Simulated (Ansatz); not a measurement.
Born–Oppenheimer molecular dynamics of Cl₃F₃W (7 atoms, charge 0, multiplicity 1). It starts from a relaxed structure.

Theory: RKS revPBE/def2-SVP in Ansatz 0.2.0.

```json
{"ensemble": "NVE (velocity Verlet)", "time step": "2 fs", "steps asked": "300", "starting velocities drawn for": "700 K", "seed": "180706"}
```

First frame:

```xyz
7
Properties=species:S:1:pos:R:3
W 0.046 0.046 -0.046
F 0.001 0.001 1.836
Cl 2.353 -0.012 0.012
Cl -0.012 2.353 0.012
F -1.837 0.001 -0.001
F 0.001 -1.837 -0.001
Cl -0.012 -0.012 -2.353
```

**Question.** How far do the bonds stretch over the last three quarters of this one trajectory? (Pairs bonded in most of those frames.)

**Answer.** 
```
  bond  mean (Å)  spread (Å)  shortest  longest
 W1–F2     1.888       0.037      1.83     1.95
W1–Cl3     2.315       0.034      2.26     2.38
W1–Cl4     2.310       0.021      2.26     2.35
 W1–F5     1.890       0.033      1.83     1.95
 W1–F6     1.889       0.026      1.84     1.93
W1–Cl7     2.316       0.043      2.25     2.39
```

Mean temperature of the second half: 346 K. The conserved energy stayed within 0.27 meV per atom of its start (net change 0.073 meV per atom), so the integration is sound. Over the second half the temperature averaged 0.49 of the 700 K drawn at the start: a run that starts near a minimum puts about half its kinetic energy into the potential. A run of 0.6 ps of so small a system gives no equilibrium averages.

Time of the run: 9.1 min on 2 threads of Intel(R) Xeon(R) 6975P-C (Granite Rapids) (shared host), peak memory 0.22 GiB.
